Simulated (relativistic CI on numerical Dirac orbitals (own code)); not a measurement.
Ge II: calculation against measurement

Computed by Dirac-Coulomb-Breit CI, separate exchange-only KLI orbitals for each configuration, model QED (radiative potential, 1s self-energy scaled to tabulated hydrogen-like ionisation energies), valence Slater integrals scaled by 0.85, P86 correlation energy added to each configuration (own radial code, finite nucleus).

Configurations in the expansion (outside the closed core [Ar] 3d10): 4s²4p, 4s4p², 4s²5s, 4s²5p, 4s²4d, 4s²6s, 4s²5d, 4s²4f, 4p³, 4s4p4d, 4s²6p, 4s4p4f, 4s²6d, 4s²5f, 4s²5g, 4s²6f. Levels of other configurations are missing.

```csv
Configuration,Term (tabulated),J,Measured (cm⁻¹),Computed,Error,Purity (%)
4s²4p,2P°,1/2,0.0,0,0,97
4s²4p,2P°,3/2,1767.4,1624,-143,97
4s4p²,4P,1/2,51575.9,48506,-3069,100
4s4p²,4P,3/2,52290.9,49176,-3115,100
4s4p²,4P,5/2,53366.7,50213,-3154,100
4s²5s,2S,1/2,62403.0,68036,5633,100
4s4p²,2D,3/2,65015.7,66388,1373,69
4s4p²,2D,5/2,65184.7,66562,1378,69
4s²5p,2P°,1/2,79006.9,84135,5129,100
4s²5p,2P°,3/2,79366.5,84474,5108,100
4s²4d,2D,3/2,80836.9,85650,4813,70
4s²4d,2D,5/2,81012.6,85815,4803,70
4s4p²,2S,1/2,85890.6,85831,-60,99
4s4p²,2P,1/2,91016.2,95898,4882,99
4s4p²,2P,3/2,92122.7,96964,4841,100
4s²6s,2S,1/2,94784.4,100213,5429,100
4s²5d,2D,3/2,100090.0,105618,5528,96
4s²5d,2D,5/2,100130.8,105656,5525,96
4s²4f,2F°,7/2,100317.3,107286,6969,99
4s²4f,2F°,5/2,100318.0,107287,6970,99
```

Measured levels from NIST Handbook of Basic Atomic Spectroscopic Data (Sansonetti and Martin, J. Phys. Chem. Ref. Data 34, 1559 (2005)); pairs were made by configuration, J and term (by order where the table uses no LS term), so strongly mixed levels may be paired wrongly.

Mean error by configuration (cm⁻¹): 4s²4p -143; 4s4p² 384; 4s²5s 5633; 4s²5p 5118; 4s²4d 4808; 4s²6s 5429; 4s²5d 5527; 4s²4f 6969. Over the excited levels the mean absolute error is 4101 cm⁻¹ (19 of the 19 excited levels that our extract of the source holds in range could be paired), and the median relative error of those above 1,000 cm⁻¹ is 5.9 %.

Transition probabilities of persistent lines. The last column rescales the computed rate by the cube of measured over computed energy:

```csv
λ measured (Å),Lower,Upper,A tabulated (s⁻¹),A computed,A rescaled
1106.74 vacuum,4s²4p ²P°3/2,4s4p² ²P3/2,4.80e+09,5.24e+09,4.46e+09
1120.46 vacuum,4s²4p ²P°3/2,4s4p² ²P1/2,2.40e+09,2.28e+09,1.93e+09
1188.73 vacuum,4s²4p ²P°3/2,4s4p² ²S1/2,7.70e+08,1.07e+09,1.07e+09
1237.06 vacuum,4s²4p ²P°1/2,4s²4d ²D3/2,2.70e+09,2.89e+09,2.43e+09
1261.90 vacuum,4s²4p ²P°3/2,4s²4d ²D5/2,2.90e+09,3.23e+09,2.69e+09
1938.01 vacuum,4s²4p ²P°3/2,4s4p² ⁴P5/2,2.80e+05,8.90e+04,1.07e+05
1938.89 vacuum,4s²4p ²P°1/2,4s4p² ⁴P1/2,4.70e+05,2.39e+05,2.88e+05
```
